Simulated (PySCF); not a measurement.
# Spin states of SiAs

Unrestricted PBE0; PySCF, scalar-relativistic core potentials, basis sets Si cc-pV(T+d)Z, As cc-pVTZ-PP with ECP10. Outer shells of the fragments: Si 3s2 3p2; As 3d10 4s2 4p3.

Followed along the bond (rough minima from three points):

```tsv
2Ms+1	unpaired	⟨S²⟩ at the start	R at minimum (Å)	Te (eV)
2	π ↑	0.77	2.18	0.00
2	σ ↑	0.79	2.07	0.18
4	π ↑↑↑	3.76	none in the scan	≤ 1.53
6	σ ↑, π ↑↑↑↑	8.75	none in the scan	≤ 2.86
```

Solutions found at the starting distance of 2.290 Å, counted from the lowest of them; the search is not exhaustive and high or unbound solutions are not listed, so other states can lie among these:

| 2Ms+1 | unpaired | term | E (eV) | ⟨S²⟩ | ⟨Lz²⟩ | μ (D) |
| --- | --- | --- | --- | --- | --- | --- |
| 2 | π ↑ | ²Π | 0.00 | 0.77 | 1.01 | -0.74 |
| 2 | σ ↑ | ²Σ⁺ | 0.48 | 0.79 | 0.00 | -1.16 |
| 4 | π ↑↑↑ | ⁴Π | 1.55 | 3.76 | 1.01 | 0.60 |
| 4 | σ ↑, π ↑↑ | mixed | 1.76 | 3.76 | 2.02 | -0.37 |
| 2 | π ↑↑↓ | mixed | 1.90 | 1.77 | 3.03 | 0.61 |
| 2 | σ ↓, π ↑↑ | mixed | 2.20 | 1.78 | 2.02 | -0.25 |
| 4 | σ ↑, π ↑↑ | mixed | 2.24 | 3.76 | 2.01 | -0.64 |
| 2 | σ ↓, π ↑↑ | mixed | 2.69 | 1.77 | 2.01 | -0.52 |
| 6 | σ ↑, π ↑↑↑↑ | ⁶Σ⁺ | 3.06 | 8.75 | 0.00 | 1.28 |
| 2 | π ↑ | mixed | 3.17 | 0.76 | 3.02 | 0.61 |

A term symbol is given only where ⟨S²⟩ and ⟨Lz²⟩ are close to those of a pure state; real π, δ and φ orbitals otherwise mix terms. A positive dipole means Si(−)As(+).

**Question.** Compare the gap between the two lowest followed solutions at the starting distance with the gap between their minima.

**Answer.** At PBE0 the second solution (doublet, unpaired electrons σ ↑) lies +0.48 eV from the first (doublet, unpaired electrons π ↑) at 2.290 Å and +0.18 eV at the minima; the two curves relax by different amounts, since their minima lie near 2.07 and 2.18 Å.

Spin–orbit coupling is left out. Counting both spins, an empty level lies below a filled one in some of these solutions, because spin and occupation are held.
